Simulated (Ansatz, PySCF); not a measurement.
C5H10O, SMILES [C@H]1(CC)OCC1. Atoms are numbered in the order given.

```xyz
16

C      2.3009    -0.4099    -0.5119
C      1.3031     0.1191     0.5164
C     -0.0167     0.5201    -0.1148
C     -1.2237     0.7738     0.8126
C     -1.8821    -0.3734     0.0249
O     -0.6900    -0.5951    -0.7426
H      2.5558     0.3632    -1.2557
H      3.2367    -0.7402    -0.0350
H      1.8680    -1.2654    -1.0523
H      1.7144     0.9969     1.0473
H      1.1024    -0.6520     1.2807
H      0.1530     1.3304    -0.8516
H     -1.7022     1.7589     0.7257
H     -1.0276     0.5569     1.8729
H     -2.7369    -0.0749    -0.6098
H     -2.1757    -1.2634     0.6095
```
Charge 0, spin multiplicity 1.

Coordinates come from a B3LYP-D3(BJ)/def2-SVP optimisation. The values are those of a single conformer.

Two levels are set side by side: PBE-D3(BJ)/def2-SVP (Ansatz, an electronic-structure program) and B3LYP-D3(BJ)/def2-SVP (Ansatz). Each level has its own optimised geometry; the coordinates shown are those of the second. Frequencies come from the Hessian of PySCF at each geometry. Differences are taken from unrounded values.

```tsv
quantity	B3LYP-D3(BJ)	PBE-D3(BJ)	PBE-D3(BJ) minus B3LYP-D3(BJ)
mean bond length (Å)	1.252	1.259	0.006
bond C1–C2 (Å)	1.527	1.529	0.001
bond C2–C3 (Å)	1.517	1.519	0.003
bond C3–C4 (Å)	1.543	1.544	0.001
bond C3–O6 (Å)	1.446	1.454	0.008
bond C4–C5 (Å)	1.539	1.540	0.000
bond C5–O6 (Å)	1.435	1.442	0.007
bond C1–H7 (Å)	1.103	1.110	0.007
bond C1–H8 (Å)	1.101	1.108	0.007
bond C1–H9 (Å)	1.101	1.108	0.008
bond C2–H10 (Å)	1.105	1.113	0.008
bond C2–H11 (Å)	1.104	1.112	0.008
bond C3–H12 (Å)	1.108	1.119	0.010
bond C4–H13 (Å)	1.099	1.106	0.008
bond C4–H14 (Å)	1.100	1.108	0.008
bond C5–H15 (Å)	1.106	1.116	0.010
bond C5–H16 (Å)	1.105	1.113	0.009
highest harmonic wavenumber (cm⁻¹)	3135	3077	-58
mean harmonic wavenumber (cm⁻¹)	1495	1455	-40
zero-point energy (kcal/mol)	89.74	87.34	-2.40
```

GGA bonds tend to be longer and softer than those of functionals with exact exchange. Differences between two approximate levels are no errors against the true value.
